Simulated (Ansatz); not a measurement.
Geometry optimisation, RHF/def2-SVP in Ansatz 0.2.0.

Input:

```yaml
crystal:
  periodic: [false, false, false]
  atoms:
    - { symbol: Ta, position_ang: [0.0, 0.0, 0.0] }
    - { symbol: "N", position_ang: [2.51, 0.0, 0.0] }
    - { symbol: H, position_ang: [3.04, -0.5118, 0.762] }
    - { symbol: H, position_ang: [3.04, 0.5118, -0.762] }
    - { symbol: "N", position_ang: [0.0, 0.0, 2.16] }
    - { symbol: H, position_ang: [-0.2456, -0.8845, 2.69] }
    - { symbol: H, position_ang: [0.2456, 0.8845, 2.69] }
    - { symbol: "N", position_ang: [0.0, 0.0, -2.16] }
    - { symbol: H, position_ang: [-0.6116, -0.6845, -2.69] }
    - { symbol: H, position_ang: [0.6116, 0.6845, -2.69] }
    - { symbol: "N", position_ang: [-1.08, 1.8706, 0.0] }
    - { symbol: H, position_ang: [-1.6414, 2.1584, 0.8518] }
    - { symbol: H, position_ang: [-1.0486, 2.5007, -0.8518] }
    - { symbol: "N", position_ang: [-1.08, -1.8706, 0.0] }
    - { symbol: H, position_ang: [-1.8056, -2.0636, 0.7482] }
    - { symbol: H, position_ang: [-0.8844, -2.5955, -0.7482] }
    - { symbol: H, position_ang: [0.6622, -1.6867, 1.0613] }
    - { symbol: H, position_ang: [1.7064, -1.2936, 0.814] }
basis:
  gaussian: { orbitals: def2-SVP }
hamiltonian:
  xc: hf
relax:
  f_tol: 0.15
  max_steps: 25
  restrain:
    - { distance: [0, 16], at: 3.0, k: 30.0 }
    - { distance: [17, 1], at: 2.26, k: 30.0 }
    - { distance: [0, 1], at: 2.16, k: 30.0 }
    - { distance: [17, 16], at: 0.66, k: 30.0 }
output:
  orbitals: {}
```

Launched with:

```bash
$ ansatz run input.yaml --threads 4 --pin off --max-ram 5120MiB --backend cpu --events-out ev --progress --plain --runs-dir out
```

Problem. Where does it end, and by what steps?

Solution. It converged. The restraints hold the end off the free minimum. After 11 steps the energy has fallen by 6.541 eV (the restraints' own energy left out); H17 moved furthest, 1.28 Å. Parted: Ta1–H17 (2.10 → 3.01 Å), Ta1–H18 (2.29 → 2.83 Å). Joined: H17–H18 (1.14 → 0.71 Å).

| step | energy less start (eV) | largest force component (eV/Å) | accepted |
| --- | --- | --- | --- |
| 0 | 0.0000 | 5.185 | yes |
| 1 | -1.9056 | 3.836 | yes |
| 2 | -3.1706 | 4.566 | yes |
| 3 | -4.2449 | 4.135 | yes |
| 4 | -5.4013 | 2.412 | yes |
| 5 | -6.0808 | 1.166 | yes |
| 6 | -6.3114 | 1.156 | yes |
| 7 | -6.4469 | 1.204 | yes |
| 8 | -6.5159 | 1.325 | yes |
| 9 | -6.5399 | 1.416 | yes |
| 10 | -6.5359 | 1.462 | yes |
| 11 | -6.5413 | 1.455 | yes |

```xyz
18
Properties=species:S:1:pos:R:3
Ta -0.037 0.083 0.067
N 2.067 0.299 0.089
H 2.602 0.381 0.932
H 2.644 0.483 -0.710
N -0.066 0.064 2.104
H -0.139 -0.749 2.690
H 0.183 0.850 2.679
N 0.267 -0.162 -1.936
H -0.474 -0.364 -2.584
H 1.144 -0.235 -2.418
N -1.044 1.792 -0.033
H -1.615 2.163 0.703
H -1.088 2.370 -0.851
N -1.236 -1.531 0.083
H -1.917 -1.716 0.797
H -1.237 -2.264 -0.601
H 1.460 -2.497 0.477
H 1.904 -1.948 0.386
```

The run took 31 s on 4 threads of Arm Neoverse V2, with other jobs on the host, peak memory 0.5 GiB.
